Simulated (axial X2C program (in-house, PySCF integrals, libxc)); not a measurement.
# GeB⁻ along the bond: PBE0, two-component

Calculated with an in-house relativistic program for diatomic molecules. Two-component (2c) means X2C with spin–orbit coupling and atomic mean-field two-electron Coulomb and Gaunt terms. Basis: Ge dyall-acv3z [10s10p8d5f1g], B dyall-av3z [8s7p3d2f] (cores contracted in-house); Gaussian nuclei, density fitting, unrestricted open shells. Masses: Ge 73.921 u, B 11.009 u.

State: Ω = 2 (⟨Sz⟩ = 1.00, ⟨Lz⟩ = 1.00 at PBE0). Dipoles are positive if B is the positive end and refer to the centre of mass.

Results along the bond:

| R (Å) | μ (D) | HOMO (eV) | LUMO (eV) |
| --- | --- | --- | --- |
| 1.672 | -2.566 | 0.02 | 1.86 |
| 1.749 | -2.761 | 0.11 | 1.90 |
| 1.807 | -2.901 | 0.16 | 1.92 |
| 1.864 | -3.034 | 0.21 | 1.94 |
| 1.922 | -3.158 | 0.25 | 1.95 |
| 1.989 | -3.290 | 0.29 | 1.96 |
| 2.057 | -3.407 | 0.32 | 1.97 |
| 2.143 | -3.533 | 0.36 | 1.97 |
| 2.249 | -3.650 | 0.39 | 1.97 |
| 2.402 | -3.760 | 0.44 | 1.98 |

The state is a single determinant with fixed occupations, the lowest that a limited PBE0 search found. Density functionals use the spin component along the axis (collinear). Other states lie close and PBE0, whose exact exchange favours high spin, may order them wrongly; the determinant shown need not be the ground state. The nearest other 2c determinant of the search, Ω = 1, lies 0.14 eV up at the distance of the search. Without a current term, density functionals place determinants with orbital angular momentum somewhat too high. With several unpaired electrons one determinant need not be a pure state. Open-shell Ω = 0 determinants with evenly filled partner blocks cannot be reached by this program, so the Ω shown need not be the lowest component. The highest occupied level of some functionals is positive through self-interaction error; at Hartree–Fock it is bound. The LUMO of an anion is an unbound level whose energy the basis sets.
